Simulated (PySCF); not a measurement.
**[Bi(OH)2]+ at several levels of theory**

Computed with PySCF 2.14.0 (density fitting, no spin-orbit coupling) at the geometry relaxed with BP86:

```xyz
5
[Bi(OH)2]+ (singlet)
Bi    0.0910    1.2494   -0.1018
O     0.0016    0.1556    1.6324
H    -0.0694   -0.8269    1.6250
O     0.0016   -0.1106   -1.6360
H    -0.0694   -1.0790   -1.4698
```

```tsv
level	basis	state	HOMO (eV)	gap (eV)	charge on Bi1 (e)	dipole about the centre of mass (D)	largest force component (eV/Å)
BP86	Bi def2-SVP with ECP60, O def2-SVP, H def2-SVP	singlet	-13.20	3.11	1.28	1.62	0.01
BP86	Bi def2-TZVP with ECP60, O def2-TZVP, H def2-TZVP	singlet	-13.40	3.17	1.34	1.34	0.87
BP86	Bi x2c-SVPall, O x2c-SVPall, H x2c-SVPall	singlet	-13.21	3.09	1.32	1.61	0.46
```

Charges are Mulliken's, which hang on the basis. The relaxation used the grid (50, 194), these runs (75, 302) or, all-electron (x2c bases, spin-free X2C Hamiltonian), (99, 590).

**Question.** Order these levels, in the first row's basis, by the HOMO–LUMO gap they give here, smallest first.
A. TPSSh
B. BLYP
C. B3LYP
D. CAM-B3LYP

**Answer.** B (3.06 eV), A (4.06 eV), C (4.71 eV), D (7.56 eV).

**Question.** And their other results?

**Answer.** 
```csv
level,state,HOMO (eV),gap (eV),charge on Bi1 (e),dipole about the centre of mass (D),largest force component (eV/Å)
CAM-B3LYP,singlet,-15.96,7.56,1.40,1.17,0.95
TPSSh,singlet,-13.74,4.06,1.37,1.37,0.41
B3LYP,singlet,-14.30,4.71,1.38,1.30,0.47
BLYP,singlet,-12.92,3.06,1.27,1.62,0.35
```

In the first row's basis the gap widens with exact exchange: 3.1 eV for BLYP, BP86 (none); 4.1 to 4.7 eV for TPSSh, B3LYP (a fixed share); 7.6 eV for CAM-B3LYP (rising or full at long range).
